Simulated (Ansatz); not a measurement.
Consider the substitution at a C–O bond: `C[O][GeH3]` + `N=CF` → `C/N=C\F` + `[OH][GeH3]`.

Isolated molecules relaxed with PBE0-D4/def2-TZVP in Ansatz; ΔE leaves out vibrations. CBS: MP2 limit from def2 TZ/QZ plus the TZ coupled-cluster correction, frozen cores. This one scheme is used for every species. DFT in def2-TZVPP. For Ge outer-core shells are correlated without core-valence functions, which leaves a few kJ/mol of doubt a bond. Scalar relativity is left out up to krypton. Each species was taken in one conformer, which may not be the lowest.

`C[O][GeH3]`:

```xyz
9

C    -0.352   -0.281   -1.297
O     0.134   -0.869   -0.117
Ge    0.372    0.183    1.298
H    -0.436   -1.063   -2.056
H     0.322    0.496   -1.682
H    -1.346    0.167   -1.159
H     1.385    1.288    0.936
H     0.900   -0.744    2.396
H    -0.979    0.822    1.680
```

`N=CF`:

Z-matrix (Å, degrees):
```
C
N 1 1.242
F 1 1.328 2 120.0
H 1 1.092 2 129.8 3 -180.0
H 2 1.016 1 110.6 3 -180.0
```

`C/N=C\F`:

Cartesian coordinates in Å:
```
C 0.578 0.356 -0.791
N 0.490 -0.014 0.600
C -0.568 -0.430 1.093
F -1.730 -0.586 0.426
H -0.346 0.217 -1.357
H 0.880 1.405 -0.851
H 1.376 -0.229 -1.254
H -0.680 -0.719 2.134
```

`[OH][GeH3]`:

Cartesian coordinates in Å:
```
O 0.968 0.187 0.954
Ge -0.403 0.029 -0.174
H 1.775 -0.203 0.612
H -1.570 0.703 0.552
H -0.692 -1.460 -0.444
H -0.077 0.742 -1.500
```

```tsv
species	ωB97M-V energy (Eh)
`C[O][GeH3]`	-2193.80766
`N=CF`	-193.90767
`C/N=C\F`	-233.20514
`[OH][GeH3]`	-2154.52263
```

Problem. Work out ΔE.

Solution. ΔE = (-233.20514) + (-2154.52263) − (-2193.80766) − (-193.90767) = -0.01244 Eh = -32.7 kJ/mol. CCSD(T)/CBS gives -35.0 kJ/mol.

Largest T1 diagnostic among the species: 0.013.

At CCSD(T), def2-SVP lies +3.8 kJ/mol from the extrapolated value and def2-TZVPP +1.5 kJ/mol. Leaving LDA and LC-ωPBE aside and taking each functional with its dispersion term where it has one, the values, not all of them listed here, spread over 5.2 kJ/mol, from PBE-D4 to BHLYP-D4.
